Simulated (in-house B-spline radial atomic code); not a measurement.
**Ir IX (Ir8+): [Xe] 4f14 5d1**

All numbers are computed (Dirac-Kohn-Sham RPBE, spherical fractional occupations; Fermi nucleus of rms radius 5.4032 fm) with a B-spline radial code for spherical atoms, not measured.

Screening seen three ways: the hydrogenic charge with the same mean radius, Z_r = [3n² - l(l+1)]/(2<r>), the one with the same energy, Z_e = n√(-2ε), and Slater's rules. Values are occupation-weighted means over j. An effective charge above Z reflects the relativistic contraction of the inner shells.

| shell | electrons | ε (eV) | <r> (bohr) | Z_r | Z_e | Slater |
| --- | --- | --- | --- | --- | --- | --- |
| 1s | 2 | -76108 | 0.01744 | 86.00 | 74.79 | 76.70 |
| 2s | 2 | -13406 | 0.07297 | 82.23 | 62.78 | 72.85 |
| 2p | 6 | -11765 | 0.06571 | 76.09 | 58.81 | 72.85 |
| 3s | 2 | -3228.3 | 0.1899 | 71.09 | 46.21 | 65.75 |
| 3p | 6 | -2740.8 | 0.1903 | 65.70 | 42.58 | 65.75 |
| 3d | 10 | -2157.9 | 0.1732 | 60.61 | 37.78 | 55.85 |
| 4s | 2 | -783.61 | 0.4231 | 56.72 | 30.36 | 49.25 |
| 4p | 6 | -621.81 | 0.4489 | 51.24 | 27.04 | 49.25 |
| 4d | 10 | -411.02 | 0.478 | 43.93 | 21.99 | 37.85 |
| 5s | 2 | -214.31 | 0.9519 | 39.40 | 19.84 | 19.35 |
| 4f | 14 | -182.24 | 0.5292 | 34.01 | 14.64 | 26.45 |
| 5p | 6 | -169.45 | 1.066 | 34.23 | 17.65 | 19.35 |
| 5d | 1 | -112.74 | 1.307 | 26.40 | 14.39 | 9.00 |

The least bound orbital is 5d5/2 at -111.9 eV, and it is also the most diffuse (<r> = 1.317 bohr).

Spin-orbit splittings of the orbital energies (j = l + 1/2 above j = l - 1/2 when positive): 2p 1627 eV, 3p 356.4 eV, 3d 77.05 eV, 4p 84.32 eV, 4d 15.67 eV, 4f 3.16 eV, 5p 15.37 eV, 5d 2.174 eV.

For the 1s electron the small component carries 8.5 % of the norm, the zero-frequency Breit interaction raises the level by 278 eV, self-energy by 176.2 eV, and vacuum polarisation lowers it by 34.87 eV.

The density falls to 0.001 bohr⁻³ at 2.513 bohr; Σ<r²> = 21.524 bohr² gives, by the non-relativistic formula and without the paramagnetism of open shells, a Langevin diamagnetic susceptibility of -17.05×10⁻⁶ cm³/mol.
